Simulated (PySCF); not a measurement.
```xyz
4
charge 1 multiplicity 3, angstrom
Ru    0.0000    0.0000    0.0000
F     1.7577    0.0000    0.0000
F    -0.8789    1.5222    0.0000
F    -0.8789   -1.5222    0.0000
```

Method: PySCF, UB3LYP, basis Ru def2-SVP with ECP28, F def2-SVP (scalar-relativistic core potentials, no spin–orbit coupling, density fitting).

This geometry of RuF₃⁺ is a stationary point at this level.

Task: What is the point group?

Result: D3h.

Task: Is it a minimum?

Result: Yes: all harmonic wavenumbers are real.

Task: Give the atomic charges and bond orders.

Result: 
```
  atom  Mulliken  Löwdin  polar tensor  spin (Mulliken)  Mayer order to Ru1
   Ru1      1.46    0.78          2.22             1.71                   –
F2,3,4     -0.15    0.07         -0.41             0.10                1.22
```

Task: Give the ideal-gas entropy at 298.15 K and 1 bar by parts.

Result: translation 172.1, rotation 92.4, vibration 43.2, spin 9.1; total 316.7 J/(mol K).

Only a few start shapes were tried, so a lower isomer may exist. Open d and f shells are described by one determinant, and the ground state may have another occupation or spin. At this level a quintet minimum of C2v symmetry lies 15 kJ/mol below this structure.
